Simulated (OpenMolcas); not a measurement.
Multiconfigurational calculation on Au7+

Input:

```
&GATEWAY
Coord
1

Au 0.0 0.0 0.0
Basis=ANO-RCC-VQZP
Group=XYZ
NoMove
AngMom=0.0 0.0 0.0
AMFI
&SEWARD
* reference wave functions (RASSCF and RASSI steps not shown): 10 electrons in 8 orbitals (RAS1 5p, at most 2 holes; RAS2 5d)
>>> COPY JOB001 $Project.JobIph
&CASPT2
Multistate=5 1 2 3 4 5
Frozen=14 16
IPEA=0.25
Imaginary=0.1
MaxIter=60
WThr=0.0 0.3 0.05
PrWF=0.5
NoMix
>>> COPY JOB002 $Project.JobIph
&CASPT2
Multistate=45 1 2 3 4 5 6 7 8 9 10 11 12 13 14 15 16 17 18 19 20 21 22
23 24 25 26 27 28 29 30 31 32 33 34 35 36 37 38 39 40 41 42 43 44 45
Frozen=14 16
IPEA=0.25
Imaginary=0.1
MaxIter=60
WThr=0.0 0.3 0.05
PrWF=0.5
NoMix
>>> COPY JOB003 $Project.JobIph
&CASPT2
Multistate=50 1 2 3 4 5 6 7 8 9 10 11 12 13 14 15 16 17 18 19 20 21 22
23 24 25 26 27 28 29 30 31 32 33 34 35 36 37 38 39 40 41 42 43 44 45 46
47 48 49 50
Frozen=14 16
IPEA=0.25
Imaginary=0.1
MaxIter=60
WThr=0.0 0.3 0.05
PrWF=0.5
NoMix
```

Launched by
```bash
OMP_NUM_THREADS=1 MOLCAS_MEM=1689 MOLCAS_PROJECT=a pymolcas a.inp > a.log  # once for each step of the input, in one work folder
```

Output, cut to the results:

```
--- CASPT2 ---
Orbital specifications:
      -----------------------

      Symmetry species                           1   2
                                                ag  au
      Frozen orbitals                           14  16
      Inactive orbitals                          1   0
      Active orbitals                            5   3
      Secondary orbitals                        37  44
      Deleted orbitals                           0   0
      Number of basis functions                 57  63
Type of calculation                        MS-CASPT2
      Fock operator                              state-specific
      IPEA shift                                 0.25
      Real shift                                 0.00
      Imaginary shift                            0.10
      The input orbitals will be transformed to quasi-canonical
Reference energy:      -18981.4649667006
      E2 (Non-variational):      -0.2662584030
      Shift correction:          -0.0000443216
      E2 (Variational):          -0.2663027246
      Total energy:          -18981.7312694252
      Residual norm:              0.0000006575
      Reference weight:           0.96946
      Contributions to the CASPT2 correlation energy
      Active & Virtual Only:         -0.2151808333
      One Inactive Excited:          -0.0471655523
      Two Inactive Excited:          -0.0039120175
Reference energy:      -18981.4649667006
      E2 (Non-variational):      -0.2662940385
      Shift correction:          -0.0000443536
      E2 (Variational):          -0.2663383921
      Total energy:          -18981.7313050927
      Residual norm:              0.0000006341
      Reference weight:           0.96944
      Contributions to the CASPT2 correlation energy
      Active & Virtual Only:         -0.2152222193
      One Inactive Excited:          -0.0471597804
      Two Inactive Excited:          -0.0039120388
::    CASPT2 Root  1     Total energy: -18981.73126943
::    CASPT2 Root  2     Total energy: -18981.73130509
::    CASPT2 Root  3     Total energy: -18981.73115616
::    CASPT2 Root  4     Total energy: -18981.73129236
::    CASPT2 Root  5     Total energy: -18981.73131685
::    MS-CASPT2 Root  1     Total energy: -18981.73142559
::    MS-CASPT2 Root  2     Total energy: -18981.73136434
::    MS-CASPT2 Root  3     Total energy: -18981.73128941
::    MS-CASPT2 Root  4     Total energy: -18981.73113944
::    MS-CASPT2 Root  5     Total energy: -18981.73112111
--- CASPT2 ---
Orbital specifications:
      -----------------------

      Symmetry species                           1   2
                                                ag  au
      Frozen orbitals                           14  16
      Inactive orbitals                          1   0
      Active orbitals                            5   3
      Secondary orbitals                        37  44
      Deleted orbitals                           0   0
      Number of basis functions                 57  63
Type of calculation                        MS-CASPT2
      Fock operator                              state-specific
      IPEA shift                                 0.25
      Real shift                                 0.00
      Imaginary shift                            0.10
      The input orbitals will be transformed to quasi-canonical
Reference energy:      -18981.3599117050
      E2 (Non-variational):      -0.2710177283
      Shift correction:          -0.0000691344
      E2 (Variational):          -0.2710868627
      Total energy:          -18981.6309985677
      Residual norm:              0.0000005246
      Reference weight:           0.96656
      Contributions to the CASPT2 correlation energy
      Active & Virtual Only:         -0.2206111944
      One Inactive Excited:          -0.0460779245
      Two Inactive Excited:          -0.0043286094
Reference energy:      -18981.3599117050
      E2 (Non-variational):      -0.2710376627
      Shift correction:          -0.0000693375
      E2 (Variational):          -0.2711070002
      Total energy:          -18981.6310187052
      Residual norm:              0.0000005246
      Reference weight:           0.96654
      Contributions to the CASPT2 correlation energy
      Active & Virtual Only:         -0.2206318067
      One Inactive Excited:          -0.0460772467
      Two Inactive Excited:          -0.0043286094
::    CASPT2 Root  1     Total energy: -18981.63099857
::    CASPT2 Root  2     Total energy: -18981.63101871
::    CASPT2 Root  3     Total energy: -18981.63102106
::    CASPT2 Root  4     Total energy: -18981.63966078
::    CASPT2 Root  5     Total energy: -18981.63970080
::    CASPT2 Root  6     Total energy: -18981.63959563
::    CASPT2 Root  7     Total energy: -18981.63948484
::    CASPT2 Root  8     Total energy: -18981.63951913
::    CASPT2 Root  9     Total energy: -18981.63964740
::    CASPT2 Root 10     Total energy: -18981.63953840
::    CASPT2 Root 11     Total energy: -18981.63959989
::    CASPT2 Root 12     Total energy: -18981.63954662
::    CASPT2 Root 13     Total energy: -18981.63954291
::    CASPT2 Root 14     Total energy: -18981.63946993
::    CASPT2 Root 15     Total energy: -18981.62775850
::    CASPT2 Root 16     Total energy: -18981.62774131
::    CASPT2 Root 17     Total energy: -18981.62809815
::    CASPT2 Root 18     Total energy: -18981.62777827
::    CASPT2 Root 19     Total energy: -18981.62790891
::    CASPT2 Root 20     Total energy: -18981.62775921
::    CASPT2 Root 21     Total energy: -18981.62804004
::    CASPT2 Root 22     Total energy: -18981.61973634
::    CASPT2 Root 23     Total energy: -18981.61971310
::    CASPT2 Root 24     Total energy: -18981.61972718
::    CASPT2 Root 25     Total energy: -18981.61974985
::    CASPT2 Root 26     Total energy: -18981.61964186
::    CASPT2 Root 27     Total energy: -18981.61975102
::    CASPT2 Root 28     Total energy: -18981.61977072
::    CASPT2 Root 29     Total energy: -18981.61981918
...
```

Levels above the lowest, from the spin-orbit matrix with the single-state CASPT2 energies, averaged by term, on its diagonal:

| Configuration | Term | J | E (cm-1) | Term weight % | Second |
| --- | --- | --- | --- | --- | --- |
| 5d4 | 5D | 0 | 0.0 | 52 | 41 3P(1) |
| 5d4 | 5D | 1 | 9800 | 79 | 20 3P(1) |
| 5d4 | 5D | 2 | 16880 | 86 | 4 3D |
| 5d4 | 5D | 3 | 21480 | 75 | 12 3F(1) |
| 5d4 | 5D | 4 | 23010 | 43 | 30 3F(1) |
| 5d4 | 5D | 0 | 31980 | 46 | 38 3P(1) |
| 5d4 | 3H | 4 | 33990 | 49 | 33 5D |
| 5d4 | 3G | 3 | 38460 | 60 | 15 5D |
| 5d4 | 3F(1) | 2 | 39350 | 54 | 21 1D(1) |
| 5d4 | 3H | 5 | 41680 | 74 | 26 3G |
| 5d4 | 3P(1) | 1 | 42530 | 67 | 18 3D |
| 5d4 | 3H | 6 | 44940 | 66 | 34 1I |
| 5d4 | 3G | 4 | 48890 | 66 | 20 1G(1) |
| 5d4 | 3D | 2 | 49990 | 46 | 32 3P(1) |
| 5d4 | 3D | 3 | 51270 | 45 | 27 3F(1) |
| 5d4 | 3F(1) | 4 | 53700 | 40 | 21 3H |
| 5d4 | 3F(1) | 3 | 58000 | 47 | 27 3G |
| 5d4 | 1D(1) | 2 | 58900 | 34 | 24 3P(1) |
| 5d4 | 3G | 5 | 62030 | 74 | 26 3H |
| 5d4 | 3D | 1 | 63080 | 79 | 13 3P(1) |
| 5d4 | 1I | 6 | 64250 | 66 | 34 3H |
| 5d4 | 3F(2) | 4 | 69970 | 46 | 27 1G(1) |
| 5d4 | 3P(2) | 2 | 71150 | 29 | 25 3P(1) |
| 5d4 | 1S(1) | 0 | 71840 | 65 | 20 3P(1) |

CASPT2 does not keep the components of a term degenerate, so their means are used; among the terms shown or strongly mixed into the levels shown the widest spread is 310 cm-1 (5d4 1G(2)). Active for correlation alone: 5p; no level in the range computed is led by a configuration that opens it, so any true level of that kind is missing. The CASPT2 spread within a term exceeds the gap to the next term for 5d4 3P(2) and 5d4 3F(2), so the order of their levels is uncertain, and so are names and mixing where such terms share a J. Only configurations of the active space appear. The first state left out of the spin-orbit step lies near 980000 cm-1 above the lowest spin-free state of the reference (among the parities and spins computed), and the list stops at four fifths of that energy or lower. The table shows the lowest 24 of 34 levels.

The term weight is that of the spin-free term in the level, not the purity of its configuration. A number in round brackets counts repeated terms of one configuration in the order of the reference energies.
